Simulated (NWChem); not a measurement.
System: TiHSCl$_{3}$; SMILES [SH][Ti]([Cl])([Cl])[Cl]

Here is an NWChem input.

```
start job
memory heap 200 mb stack 900 mb global 1100 mb
geometry units angstroms noautoz
  Ti     0.012525     0.037749    -0.004356
  Cl     1.253823     0.230171    -1.769018
  Cl     1.238350     0.308556     1.760834
  Cl    -1.680427     1.367212    -0.039522
  S     -0.885102    -2.021559     0.036449
  H      0.361480    -2.559739     0.041470
end
basis spherical
  Ti library def2-svp
  Cl library def2-svp
  S library def2-svp
  H library def2-svp
end
dft
  xc r2scan
  grid xfine
  iterations 150
  mulliken
end
task dft gradient
```

Output (shortened):

```
             Northwest Computational Chemistry Package (NWChem) 7.3.0
             --------------------------------------------------------

 C1  symmetry detected

                             Geometry "geometry" -> ""
                             -------------------------

 Output coordinates in angstroms (scale by  1.889725989 to convert to a.u.)

  No.       Tag          Charge          X              Y              Z
 ---- ---------------- ---------- -------------- -------------- --------------
    1 Ti                  22.0000     0.00104964     0.00810143     0.05655678
    2 Cl                  17.0000    -1.75210876     1.24607870     0.34934819
    3 Cl                  17.0000     1.77801997     1.22529348     0.28611954
    4 Cl                  17.0000     0.01575058    -1.71654059     1.34503992
    5 S                   16.0000    -0.04219242    -0.83938956    -2.02383690
    6 H                    1.0000    -0.05626400     0.41986465    -2.53148876

 Effective nuclear repulsion energy (a.u.)     625.4765601017

                                 NWChem DFT Module
                                 -----------------

 Summary of "ao basis" -> "ao basis" (spherical)
 ------------------------------------------------------------------------------
       Tag                 Description            Shells   Functions and Types
 ---------------- ------------------------------  ------  ---------------------
 Ti                         def2-svp                11       31   5s3p2d1f
 Cl                         def2-svp                 8       18   4s3p1d
 S                          def2-svp                 8       18   4s3p1d
 H                          def2-svp                 3        5   2s1p

            General Information
            -------------------
          SCF calculation type: DFT
          Wavefunction type:  closed shell.
          No. of atoms     :     6
          No. of electrons :    90
           Alpha electrons :    45
            Beta electrons :    45
          Charge           :     0
          Spin multiplicity:     1
          Use of symmetry is: off; symmetry adaption is: off
          Maximum number of iterations: 150
          AO basis - number of functions:   108
                     number of shells:    46
          Convergence on energy requested:  1.00D-06
          Convergence on density requested:  1.00D-05
          Convergence on gradient requested:  5.00D-04

              XC Information
              --------------
                      r^2SCAN Method XC Functional
               r^2SCAN metaGGA Exchange Functional  1.000
                     r^2SCAN Correlation Potential  1.000

             Grid Information
             ----------------
          Grid used for XC integration:  xfine
          Radial quadrature: Mura-Knowles
          Angular quadrature: Lebedev.
          Tag              B.-S. Rad. Rad. Pts. Rad. Cut. Ang. Pts.
          ---              ---------- --------- --------- ---------
          Ti                  1.40      160          11.0      1454
          Cl                  1.00      125          12.0      1454
          S                   1.00      125          11.0      1454
          H                   0.35      100          11.0      1202
          Grid pruning is: on
          Number of quadrature shells:   760
          Spatial weights used:  Erf1

      Superposition of Atomic Density Guess
      -------------------------------------

 Sum of atomic energies:       -2624.07570164

      Non-variational initial energy
      ------------------------------

 Total energy =   -2624.633264
 1-e energy   =   -4865.039250
 2-e energy   =    1614.929425
 HOMO         =      -0.341875
 LUMO         =       0.015017

     ---------------------------------------------
      Total Density - Mulliken Population Analysis
     ---------------------------------------------

    Atom       Charge   Shell Charges
 -----------   ------   -------------------------------------------------------
    1 Ti  22    19.82   2.00  2.00  2.00  0.40 -0.00  6.00  5.99  0.49  0.33  0.58  0.03
    2 Cl  17    17.58   2.00  1.99  1.23  0.71  5.94  2.25  3.44  0.01
    3 Cl  17    17.58   2.00  1.99  1.23  0.71  5.94  2.25  3.44  0.01
    4 Cl  17    17.57   2.00  1.99  1.23  0.71  5.94  2.25  3.43  0.01
    5 S   16    16.68   2.00  1.99  1.21  0.63  5.94  1.93  2.96  0.02
    6 H    1     0.78   0.56  0.18  0.03

[...]

                         DFT ENERGY GRADIENTS

    atom               coordinates                        gradient
                 x          y          z           x          y          z
   1 Ti      0.001984   0.015309   0.106877    0.000012   0.000232   0.000258
   2 Cl     -3.311005   2.354747   0.660172    0.003175  -0.002352  -0.000595
   3 Cl      3.359971   2.315469   0.540688   -0.003225  -0.002329  -0.000471
   4 Cl      0.029764  -3.243791   2.541757   -0.000029   0.003173  -0.002626
   5 S      -0.079732  -1.586216  -3.824497    0.000081   0.001626   0.003396
   6 H      -0.106324   0.793429  -4.783820   -0.000015  -0.000350   0.000039
```

Level: r2SCAN/def2-SVP. Structure relaxed at the PBE0/def2-SVP level. No frequency run checked for a minimum.
